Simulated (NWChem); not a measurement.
C2H7NSi; SMILES [SiH3]/N=C\C

```xyz
11

C      0.6691     1.8656     0.0000
C     -0.6727     1.1725     0.0000
N     -0.9355    -0.0689     0.0000
Si     0.1749    -1.4256     0.0000
H      1.5074     1.1627     0.0000
H      0.7516     2.5175    -0.8800
H      0.7516     2.5175     0.8800
H     -1.5252     1.8722     0.0000
H      1.0498    -1.4345    -1.2096
H      1.0498    -1.4345     1.2096
H     -0.6236    -2.6749     0.0000
```
Atoms are numbered in this order, from 1.

This is a stationary point of B3LYP/6-31G* (spherical d) (NWChem), point group Cs. 

**Question.** Is it a minimum? If not, what does it relax to?

**Answer.** No. It has an imaginary frequency of 107i cm⁻¹. Following that mode (on a finer grid) lowers the energy by 1.1 kcal/mol and ends, with real frequencies alone, at point group Cs:
```xyz
11

C      0.6644     1.9038     0.2441
C     -0.5814     1.1777    -0.2046
N     -0.7788    -0.0667    -0.3474
Si     0.2319    -1.4674    -0.1098
H      1.4901     1.2238     0.4677
H      0.9823     2.6100    -0.5346
H      0.4423     2.5039     1.1366
H     -1.4228     1.8529    -0.4336
H      0.2978    -2.1851    -1.4086
H      1.6359    -1.2384     0.3584
H     -0.4452    -2.3311     0.8912
```
